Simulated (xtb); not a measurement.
C4H12O4Ta, doublet, geometry from GFN2-xTB (such geometries of metal compounds can be far from the true shape) (the multiplicity is a formal guess); xtb 6.7.1 with GFN2-xTB.

The xtb input:
```
$ xtb coord --gfn 2 --uhf 1 --json

# file coord
$coord
     -0.0000000000      -0.0000000000      -0.0000000000  ta
     -1.2813424426       2.0283048814       2.5370998455  o
     -2.1837526753       2.0700066772       4.9937211308  c
     -1.0602257967       3.3798445835       6.1435977457  h
     -4.1586920311       2.7017375475       5.0230265122  h
     -2.0656048437       0.1683450802       5.8192751815  h
      1.1235328879      -2.0552055107      -2.5896986147  o
      1.8917565787      -2.1197810618      -5.0910450308  c
      1.8949041443      -0.1974431586      -5.8761706588  h
      3.8030326865      -2.9122988070      -5.2294052786  h
      0.6083785419      -3.3069329403      -6.2063653202  h
     -0.1491993955      -2.7625743699       2.1304124342  o
      0.2970573501      -5.3335088924       2.3358925413  c
      0.9618040035      -6.0801187272       0.5158648452  h
      1.7337004903      -5.6997181811       3.7858150705  h
     -1.4456393137      -6.3183488841       2.8774668837  h
      0.3070089502       2.7894749804      -2.0778136650  o
     -0.0050612346       5.3832832770      -2.2385686602  c
     -0.7911033041       6.1092167867      -0.4589693679  h
      1.8166129799       6.3049135550      -2.6024762624  h
     -1.2971675572       5.8508031076      -3.7916593509  h
$end
```

The log (banner, timings and long lists left out):

```
   ID    Z sym.   atoms
    1   73 ta     1
    2    8 o      2, 7, 12, 17
    3    6 c      3, 8, 13, 18
    4    1 h      4-6, 9-11, 14-16, 19-21

           -------------------------------------------------
          |                Calculation Setup                |
           -------------------------------------------------

           -------------------------------------------------
          |                 G F N 2 - x T B                 |
           -------------------------------------------------

          ...................................................
          :                      SETUP                      :
          :.................................................:
          :  # basis functions                  54          :
          :  # atomic orbitals                  53          :
          :  # shells                           31          :
          :  # electrons                        57          :
          :  max. iterations                   250          :
          :  Hamiltonian                  GFN2-xTB          :
          :  restarted?                      false          :
          :  GBSA solvation                  false          :
          :  PC potential                    false          :
          :  electronic temp.          300.0000000     K    :
          :  accuracy                    1.0000000          :
          :  -> integral cutoff          0.2500000E+02      :
          :  -> integral neglect         0.1000000E-07      :
          :  -> SCF convergence          0.1000000E-05 Eh   :
          :  -> wf. convergence          0.1000000E-03 e    :
          :  Broyden damping             0.4000000          :
          :  net charge                          0          :
          :  unpaired electrons                  1          :
          ...................................................

 iter      E             dE          RMSdq      gap      omega  full diag
   1    -32.6066951 -0.326067E+02  0.111E+01    3.00       0.0  T
   2    -33.0262727 -0.419578E+00  0.543E+00    3.06       1.0  T
   3    -33.1942748 -0.168002E+00  0.343E+00    3.37       1.0  T
   4    -33.1924543  0.182048E-02  0.201E+00    3.36       1.0  T
   5    -33.1965745 -0.412017E-02  0.654E-01    3.50       1.0  T
   6    -33.1979316 -0.135716E-02  0.324E-01    3.48       1.0  T
   7    -33.1981552 -0.223600E-03  0.603E-02    3.47       1.0  T
   8    -33.1981632 -0.797161E-05  0.717E-02    3.47       1.0  T
   9    -33.1981686 -0.539398E-05  0.680E-03    3.47       3.2  T
  10    -33.1981685  0.126144E-06  0.791E-03    3.47       2.8  T
  11    -33.1981686 -0.142305E-06  0.194E-03    3.47      11.3  T
  12    -33.1981686 -0.459513E-08  0.291E-04    3.47      75.0  T
  13    -33.1981686 -0.119485E-09  0.888E-05    3.47     245.6  T

   *** convergence criteria satisfied after 13 iterations ***

         :::::::::::::::::::::::::::::::::::::::::::::::::::::
         ::                     SUMMARY                     ::
         :::::::::::::::::::::::::::::::::::::::::::::::::::::
         :: total energy             -32.945941680632 Eh    ::
         :: gradient norm              0.000023015084 Eh/a0 ::
         :: HOMO-LUMO gap              3.468603403649 eV    ::
         ::.................................................::
         :: SCC energy               -33.198112517730 Eh    ::
         :: -> isotropic ES            0.126707424993 Eh    ::
         :: -> anisotropic ES          0.000764736867 Eh    ::
         :: -> anisotropic XC          0.006005877966 Eh    ::
         :: -> dispersion             -0.013192668250 Eh    ::
         :: repulsion energy           0.252170837097 Eh    ::
         :: add. restraining           0.000000000000 Eh    ::
         :: total charge               0.000000000155 e     ::
         :::::::::::::::::::::::::::::::::::::::::::::::::::::

           -------------------------------------------------
          |                Property Printout                |
           -------------------------------------------------

    * Orbital Energies and Occupations

         #    Occupation            Energy/Eh            Energy/eV
      -------------------------------------------------------------
         1        2.0000           -0.7038318             -19.1522
       ...           ...                  ...                  ...
        17        2.0000           -0.5045341             -13.7291
        18        2.0000           -0.5038074             -13.7093
        19        2.0000           -0.5006348             -13.6230
        20        2.0000           -0.5006348             -13.6230
        21        2.0000           -0.4157889             -11.3142
        22        2.0000           -0.4140796             -11.2677
        23        2.0000           -0.4135674             -11.2537
        24        2.0000           -0.4135674             -11.2537
        25        2.0000           -0.4054150             -11.0319
        26        2.0000           -0.3931933             -10.6993
        27        2.0000           -0.3931932             -10.6993
        28        2.0000           -0.3925984             -10.6831
        29        1.0000           -0.3495501              -9.5117 (HOMO)
        30                         -0.2220813              -6.0431 (LUMO)
        31                         -0.2220813              -6.0431
        32                         -0.1912846              -5.2051
        33                          0.0676399               1.8406
        34                          0.0757880               2.0623
        35                          0.1238675               3.3706
        36                          0.1238675               3.3706
        37                          0.1311658               3.5692
        38                          0.1429552               3.8900
        39                          0.1521035               4.1389
        40                          0.1521035               4.1389
       ...                                ...                  ...
        53                          0.9375565              25.5122
      -------------------------------------------------------------
                  HL-Gap            0.1274688 Eh            3.4686 eV
             Fermi-level           -0.3282795 Eh           -8.9329 eV

     #   Z          covCN         q      C6AA      α(0)
     1  73 ta       3.205     1.037   238.112    31.356
     2   8 o        1.573    -0.462    22.139     6.349
     3   6 c        3.702     0.060    19.724     6.350
     4   1 h        0.924     0.047     2.364     2.405
     5   1 h        0.924     0.046     2.374     2.410
     6   1 h        0.923     0.051     2.311     2.378
     7   8 o        1.573    -0.462    22.139     6.349
     8   6 c        3.702     0.060    19.724     6.350
     9   1 h        0.923     0.051     2.311     2.378
    10   1 h        0.924     0.047     2.364     2.405
    11   1 h        0.924     0.046     2.374     2.410
    12   8 o        1.573    -0.462    22.139     6.349
    13   6 c        3.702     0.060    19.724     6.350
    14   1 h        0.923     0.051     2.311     2.378
    15   1 h        0.924     0.046     2.374     2.410
    16   1 h        0.924     0.047     2.364     2.405
    17   8 o        1.573    -0.462    22.139     6.349
    18   6 c        3.702     0.060    19.724     6.350
    19   1 h        0.923     0.051     2.311     2.378
    20   1 h        0.924     0.046     2.374     2.410
    21   1 h        0.924     0.047     2.364     2.405

 Mol. C6AA /au·bohr⁶  :       4888.690484
 Mol. C8AA /au·bohr⁸  :     199064.288711
 Mol. α(0) /au        :        110.920092

Wiberg/Mayer (AO) data.
largest (>0.10) Wiberg bond orders for each atom

 ---------------------------------------------------------------------------
     #   Z sym  total        # sym  WBO       # sym  WBO       # sym  WBO
 ---------------------------------------------------------------------------
     1  73 ta   4.578 --     7 o    1.022     2 o    1.022    12 o    1.022
                            17 o    1.022
     2   8 o    2.199 --     1 ta   1.022     3 c    1.007
     3   6 c    3.955 --     2 o    1.007     5 h    0.965     4 h    0.965
                             6 h    0.955
     4   1 h    0.995 --     3 c    0.965
     5   1 h    0.995 --     3 c    0.965
     6   1 h    0.997 --     3 c    0.955
     7   8 o    2.199 --     1 ta   1.022     8 c    1.007
     8   6 c    3.955 --     7 o    1.007    11 h    0.965    10 h    0.965
                             9 h    0.955
     9   1 h    0.997 --     8 c    0.955
    10   1 h    0.995 --     8 c    0.965
    11   1 h    0.995 --     8 c    0.965
    12   8 o    2.199 --     1 ta   1.022    13 c    1.007
    13   6 c    3.955 --    12 o    1.007    15 h    0.965    16 h    0.965
                            14 h    0.955
    14   1 h    0.997 --    13 c    0.955
    15   1 h    0.995 --    13 c    0.965
    16   1 h    0.995 --    13 c    0.965
    17   8 o    2.199 --     1 ta   1.022    18 c    1.007
    18   6 c    3.955 --    17 o    1.007    20 h    0.965    21 h    0.965
                            19 h    0.955
    19   1 h    0.997 --    18 c    0.955
    20   1 h    0.995 --    18 c    0.965
    21   1 h    0.995 --    18 c    0.965
 ---------------------------------------------------------------------------

Topologies differ in total number of bonds
Writing topology from bond orders to xtbtopo.mol

molecular dipole:
                 x           y           z       tot (Debye)
 q only:        0.000      -0.000      -0.000
   full:       -0.000       0.000      -0.000       0.000
molecular quadrupole (traceless):
                xx          xy          yy          xz          yz          zz
 q only:       -3.531      -0.971       1.999      -1.898      -0.324       1.532
  q+dip:       -0.841      -0.231       0.476      -0.452      -0.077       0.365
   full:       -3.021      -0.831       1.710      -1.624      -0.277       1.311

           -------------------------------------------------
          | TOTAL ENERGY              -32.945941680632 Eh   |
          | GRADIENT NORM               0.000023015084 Eh/α |
          | HOMO-LUMO GAP               3.468603403649 eV   |
           -------------------------------------------------

normal termination of xtb
```
